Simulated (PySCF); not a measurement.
BGeH5O2S, SMILES OB(O)[S][GeH3]. Atoms are numbered in the order given.

```xyz
10

Ge     1.3560     0.6092     0.0087
S      0.0042    -1.1283    -0.3091
B     -1.6467    -0.3739     0.0874
O     -2.6628    -1.1980     0.4359
O     -1.9108     0.9536     0.0473
H      0.7773     1.8377    -0.7311
H      1.4801     0.9385     1.5041
H      2.7130     0.2322    -0.5963
H     -2.3915    -2.1151     0.5306
H     -1.2133     1.4895    -0.3413
```

Geometry optimised at PBE0-D3(BJ)/def2-SVP. This is a generated structure with no PubChem entry under its InChIKey; it may be hypothetical. The values are those of a single conformer.

Two levels are set side by side: PBE/pcSseg-1 (PySCF) and B3LYP/pcSseg-1 (PySCF). GIAO shifts against BF3 (¹¹B), GeH4 (⁷³Ge), H2O (¹⁷O), H2S (³³S), TMS (¹H) at the same level; non-relativistic, no solvent, atoms listed together averaged. Differences are taken from unrounded values.

```csv
quantity,PBE
δ(⁷³Ge) of Ge1 (ppm),176.9
δ(³³S) of S2 (ppm),-7.8
δ(¹¹B) of B3 (ppm),14.7
```

### Question
These are the PBE values. What does B3LYP give? (An estimate is asked for; the answer gives what the named calculation found.)

### Answer

```tsv
quantity	B3LYP	PBE minus B3LYP
δ(⁷³Ge) of Ge1 (ppm)	169.7	7.2
δ(³³S) of S2 (ppm)	-26.2	18.4
δ(¹¹B) of B3 (ppm)	17.1	-2.4
```

Rough cost on one machine, each run with all the roots and properties that it gave: B3LYP against PBE within a factor of 2.
